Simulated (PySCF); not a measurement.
(Z)-1,2-difluoroethene (C2H2F2), SMILES F/C=C\F.

Coordinates come from a B3LYP-D3(BJ)/def2-SVP optimisation.

These are SMD-B3LYP/def2-SVP in PySCF values and carry that method's errors.

Solvation free energies are E(SMD) − E(gas) at the gas-phase geometry, for 1 M in both phases. In vacuum the dipole moment is 2.20 D.

Question: Estimate the solvation free energies in water, ethanol, acetone. (Estimate from the structure and the level; the computed values follow.)

Answer: 
```json
[
 {"solvent": "water", "ΔG(solv) (kcal/mol)": "0.5", "its non-electrostatic (CDS) part": "4.2", "dipole (D)": "2.72"},
 {"solvent": "ethanol", "ΔG(solv) (kcal/mol)": "-1.8", "its non-electrostatic (CDS) part": "1.7", "dipole (D)": "2.70"},
 {"solvent": "acetone", "ΔG(solv) (kcal/mol)": "-2.1", "its non-electrostatic (CDS) part": "1.4", "dipole (D)": "2.69"}
]
```
